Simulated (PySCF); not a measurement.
Compound: C₅H₅FP₂.
Bonds: C1–C2, C2–C3 (aromatic), C3–C4 (aromatic), C4–P5 (aromatic), P5–C6 (aromatic), C6–F7, C6–P8 (aromatic), C2–P8 (aromatic). Hydrogens: H9, H10, H11 on C1; H12 on C3; H13 on C4.

Level: CAM-B3LYP/def2-SVPD in PySCF, non-relativistic, on one gas-phase PBE0-D3(BJ)/def2-SVP geometry that isn't relaxed in the solvent. The solvent is an IEF-PCM continuum (cavity from Bondi-type radii × 1.2), and excitations are vertical TDDFT with non-equilibrium linear response and a frozen core. Only the electrostatic response of the medium enters.

Gas-phase singlets (H = HOMO, L = LUMO):

```tsv
state	E (eV)	λ (nm)	f	leading configurations
S1	4.093	303	0.002	H-1→L 44%, H→L+1 38%
S2	4.508	275	0.018	H-2→L 98%
S3	4.612	269	0.062	H→L 66%, H-1→L+1 16%
S4	4.706	263	0.000	H-2→L+1 98%
S5	5.253	236	0.217	H-1→L+1 35%, H→L+1 29%
```

Q: What are the lowest 5 singlets in methanol (ε = 32.61)?

A: 
| state | E (eV) | λ (nm) | f | leading configurations | change by rank (eV) |
| --- | --- | --- | --- | --- | --- |
| S1 | 4.092 | 303 | 0.003 | H-1→L 43%, H→L+1 41% | -0.001 |
| S2 | 4.537 | 273 | 0.103 | H→L 71%, H-1→L+1 12% | +0.029 |
| S3 | 4.576 | 271 | 0.024 | H-2→L 97% | -0.036 |
| S4 | 4.744 | 261 | 0.000 | H-2→L+1 98% | +0.038 |
| S5 | 5.146 | 241 | 0.432 | H→L+1 46%, H-1→L 42% | -0.107 |

Q: The ground-state energy changes by -0.137 eV from gas to methanol. By how much does the total energy of gas-phase S2 change?

A: E(S2) = E(S0) + excitation energy, so it changes by -0.137 + 0.068 = -0.069 eV: it is lowered less than the ground state, which is what a blue shift means. This is the vertical state, with the slow part of the continuum still set for S0.

Q: How do the frontier levels move from gas to methanol?

A: 
```
orbital  gas (eV)  solvent (eV)  change (eV)                  Löwdin shares, gas              Löwdin shares, solvent
 LUMO+2      1.18          1.40        +0.22  C1 22 %, C3 12 %, C4 10 %, H12 9 %  P5 22 %, P8 19 %, C6 16 %, F7 14 %
 LUMO+1     -0.76         -0.69        +0.07  C6 25 %, P5 17 %, P8 16 %, C3 12 %  C6 25 %, P5 18 %, P8 16 %, C3 12 %
   LUMO     -1.13         -1.04        +0.09  P8 21 %, P5 20 %, C2 18 %, C4 18 %  P8 20 %, P5 19 %, C2 19 %, C4 19 %
   HOMO     -8.35         -8.23        +0.12  P5 25 %, C2 21 %, C4 15 %, P8 11 %  P5 24 %, C2 21 %, C4 14 %, P8 13 %
 HOMO-1     -8.62         -8.57        +0.05  C6 26 %, P8 22 %, C3 13 %, F7 12 %  C6 26 %, P8 21 %, C3 14 %, F7 12 %
 HOMO-2     -8.99         -8.98        +0.01   P8 36 %, P5 34 %, C6 13 %, C2 6 %   P8 36 %, P5 34 %, C6 13 %, C2 6 %
 HOMO-3    -10.13        -10.06        +0.07  P5 28 %, P8 25 %, C6 12 %, C3 10 %  P5 27 %, P8 24 %, C6 11 %, C3 10 %
```

The HOMO–LUMO gap goes from 7.21 to 7.19 eV. Rows go by rank; for LUMO+2 the atom shares or the degeneracy differ between the runs, so the row needn't follow one orbital.

Hardware: an Arm Neoverse V2 with one thread, no GPU (shared host). Cost: 39 s of wall time, 1.1 GiB resident at most. This is the whole response run at CAM-B3LYP/def2-SVPD in methanol, SCF included.
